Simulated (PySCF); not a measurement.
System: C6H7 (charge 0, doublet). It need not be the lowest isomer of its formula. 
Coordinates optimised at B3LYP-D3(BJ)/def2-TZVP (Ansatz):
```xyz
13

C     -2.1008     0.2391    -0.1404
C     -0.6199     0.1126    -0.0385
C      0.2969     1.0883     0.0990
C      1.6613     0.5183     0.1610
C      1.5204    -0.7987     0.0575
C      0.0994    -1.2267    -0.0791
H     -2.4760    -0.1758    -1.0809
H     -2.6069    -0.2991     0.6668
H     -2.4058     1.2852    -0.0895
H      0.0838     2.1479     0.1579
H      2.5701     1.0908     0.2694
H     -0.0886    -1.7616    -1.0153
H     -0.2196    -1.8851     0.7349
```
Charge 0, spin multiplicity 2.

Dispersion corrections to the total energy (kcal/mol) from the dftd3 and dftd4 libraries through PySCF: D3(BJ) without and D4 with the three-body term, each with the damping fitted for the functional named.

```
functional  D3(BJ)     D4
----------  ------  -----
B2PLYP       -5.35  -4.68
LC-wPBE          ?  -7.40
BHLYP        -9.04  -7.50
BP86             ?  -8.77
PW6B95       -3.28      ?
PBE          -6.91  -6.71
TPSSh        -7.88  -8.25
```

Task: Fill in the missing entries.

Result: 
- LC-wPBE, D3(BJ): -6.32
- BP86, D3(BJ): -10.59
- PW6B95, D4: -5.87
